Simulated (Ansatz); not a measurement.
CH₄BBrO, SMILES `OBCBr`. The species carries charge 0 and has multiplicity 1. The structure was optimised at the PBE0-D4/def2-TZVP level. It is one conformer, not always the lowest.

```xyz
8

O     0.041   -0.263   -1.612
B    -0.487   -0.103   -0.378
C     0.434    0.496    0.741
Br    0.854   -1.101    1.796
H    -0.559   -0.684   -2.232
H    -1.618   -0.428   -0.142
H    -0.050    1.185    1.430
H     1.385    0.898    0.397
```

Q: What is the dipole moment at B3LYP/def2-TZVPP? (Estimate.)

A: Ansatz gave: 2.10 D, with components (-1.19, 0.89, -1.49) D in this frame, pointing from negative to positive charge.

Q: And with PBE, r2SCAN, ωB97M-V? (Best estimate.)

A: Ansatz gave: PBE 2.00 D, r2SCAN 2.12 D, ωB97M-V 2.15 D.

Q: Give the Mulliken charges with B3LYP, r2SCAN, ωB97M-V in def2-TZVPP. (Best estimate.)

A: Ansatz gave: 
```tsv
atom	B3LYP	r2SCAN	ωB97M-V
O1	-0.26	-0.28	-0.25
B2	0.08	0.14	0.03
C3	-0.18	-0.13	-0.23
Br4	-0.13	-0.13	-0.10
H5	0.21	0.22	0.19
H6	0.00	-0.03	0.04
H7	0.14	0.11	0.16
H8	0.14	0.11	0.15
```

B3LYP here is the variant with VWN-RPA as its local correlation; programs differ in this.
